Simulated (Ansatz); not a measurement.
Molecule: SnCl$_{2}$, net charge -1, doublet state. 
Geometry from a B3LYP-D3(BJ)/def2-TZVP (Ansatz, a quantum-chemistry and plane-wave program) optimisation:
```
Sn
Cl 1 2.5348
Cl 1 2.5348 2 99.32
```
Charge -1, spin multiplicity 2.

### Question
Give the harmonic wavenumbers at B3LYP-D3(BJ)/def2-TZVP (Ansatz, finite differences of forces, unscaled).

### Answer
89, 242, 264 cm⁻¹. Zero-point energy 0.9 kcal/mol.

### Question
From these and the geometry, give the ideal-gas thermochemistry at 298.15 K and 1 atm (rigid rotor, harmonic oscillator).

### Answer
Point group C2v, rotational symmetry number 2. Rotational constants 4.229, 1.91, 1.316 GHz. S(trans) 41.63, S(rot) 26.43, S(vib) 7.10, S(elec, spin only) 1.38, S 76.5 cal/(mol K). H(298) - H(0) 3.45 kcal/mol; G - E(el) -18.5 kcal/mol.
